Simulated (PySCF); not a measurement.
Compound: C5H2FNO2.
Structure used (PBE0-D3(BJ)/def2-SVP), in Å, numbered top down from 1:
```xyz
11
C5H2FNO2 angstrom
N     -3.0451    1.1835    1.6046
C     -2.5265    0.5493    0.7900
C     -1.8881   -0.2768   -0.2504
F     -2.3284    0.1101   -1.4825
C     -0.4333   -0.1956   -0.1478
C      0.7728   -0.1569   -0.0603
C      2.2151   -0.1407    0.1244
O      2.7613   -0.5982    1.0902
O      2.8376    0.4365   -0.9005
H     -2.1989   -1.3257   -0.0856
H      3.7879    0.4080   -0.7044
```

Method used: PySCF, TDDFT CAM-B3LYP/def2-SVPD, vertical, gas phase, core orbitals frozen in the response.

**Question.** List the vertical singlet excitations with oscillator strengths and describe the spectrum.

**Answer.** 

```csv
state,E (eV),E (kJ/mol),λ (nm),f,"main configurations (H = HOMO, L = LUMO)"
S1,5.06,488,245.3,0.0001,H→L (92%)
S2,5.86,565,211.7,0.016,"H-2→L (37%), H-1→L (36%), H→L+1 (12%)"
S3,6.02,580,206.1,0.021,"H-2→L (46%), H-1→L (25%), H→L+1 (10%)"
S4,6.26,604,198.1,0.0020,H-1→L+1 (78%)
S5,7.03,679,176.3,0.020,"H-4→L+1 (50%), H-4→L (18%), H-4→L+5 (10%)"
S6,7.47,721,166.0,0.047,"H-3→L (58%), H-2→L+1 (14%), H→L+1 (11%)"
```

The lowest singlet comes at 245 nm (488 kJ/mol) in the ultraviolet; it is dark (f under 0.0005); its leading configuration is HOMO→LUMO (92%). The most intense listed level is S6 at 7.47 eV (166 nm, f = 0.047), 2.41 eV above S1. It is the last of those listed, so stronger ones may follow. Löwdin shares by element: HOMO oxygen 52%, carbon 38% or more; LUMO carbon 58% or more, oxygen 18% or more (atoms not listed hold the other 24%). Weighted by f, the mean energy of these states is 6.83 eV. Of the 6 states listed, 4 reach f = 0.01 and 1 stays under 0.0005. The oscillator strengths of these states sum to 0.107; summed over the whole spectrum of an exact calculation they would give the number of electrons, 64 (Thomas–Reiche–Kuhn). The window holds the lowest 6 singlets.

One conformer stands for the species.
